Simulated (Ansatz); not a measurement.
C$_{4}$H$_{13}$AlN, doublet, at a GFN2-xTB geometry (such geometries of metal compounds can be far from the true shape) (the spin is typed, not shown lowest). Base run: HF/3-21G run with Ansatz (a program for electronic structure).

The Ansatz input:
Ansatz 0.2 input:
```yaml
crystal:
  periodic: [false, false, false]
  atoms:
    - {symbol: Al, position_ang: [-1.59979072, -0.88786746, -0.40362325]}
    - {symbol: H, position_ang: [-1.14503255, -2.39544136, -0.09897162]}
    - {symbol: H, position_ang: [-1.35171419, -0.61314711, -1.96399238]}
    - {symbol: C, position_ang: [-0.34890626, 2.11541956, 0.52010680]}
    - {symbol: C, position_ang: [0.55742139, 1.22202877, -0.31216783]}
    - {symbol: N, position_ang: [0.41448270, -0.19746673, 0.00760812]}
    - {symbol: C, position_ang: [1.30725082, -0.96939952, -0.84313427]}
    - {symbol: C, position_ang: [0.71112744, -0.48363466, 1.40074643]}
    - {symbol: H, position_ang: [-1.35034951, 1.66912963, 0.54156864]}
    - {symbol: H, position_ang: [0.01323049, 2.22928944, 1.53870110]}
    - {symbol: H, position_ang: [-0.41001572, 3.10128350, 0.06729033]}
    - {symbol: H, position_ang: [0.27856090, 1.32626235, -1.36469672]}
    - {symbol: H, position_ang: [1.60694945, 1.53391976, -0.19885799]}
    - {symbol: H, position_ang: [1.06790300, -0.76990160, -1.88578293]}
    - {symbol: H, position_ang: [1.14148954, -2.02875673, -0.65723038]}
    - {symbol: H, position_ang: [2.35858774, -0.72420002, -0.65673259]}
    - {symbol: H, position_ang: [1.72635370, -0.17493996, 1.67377588]}
    - {symbol: H, position_ang: [-0.00712208, 0.02066504, 2.04483164]}
    - {symbol: H, position_ang: [0.60569914, -1.55610371, 1.56063546]}
basis:
  gaussian:
    orbitals: 3-21G.json
hamiltonian:
  xc: hf
magnetization: {spin_polarized: true, initial_magnetization: 1}
```
The basis file holds 3-21G in the JSON format of the Basis Set Exchange.

Variants of this job, named by their change:

| change | ΔE vs base (mEh) |
|---|---|
| base | 0.000 |
| point_charge = charge:0.5 position_ang:3.3731, 4.7017, 2.5546 | 4.550 |
| forces = on | 0.000 |
| lower_state_search = light | 0.000 |
| lower_state_search = full | 0.000 |
| point_charge = charge:-1.0 position_ang:-2.7142, 2.3111, -4.7303 | 5.125 |
| accuracy = high | -0.023 |
| nuclear_model = gaussian | 0.112 |
| fitting.mean_field = def2-universal-JKFIT | 0.117 |
| lower_state_search = off | 0.000 |
| point_charge = charge:1.0 position_ang:-5.627, 0.033, -1.2203 | -17.879 |
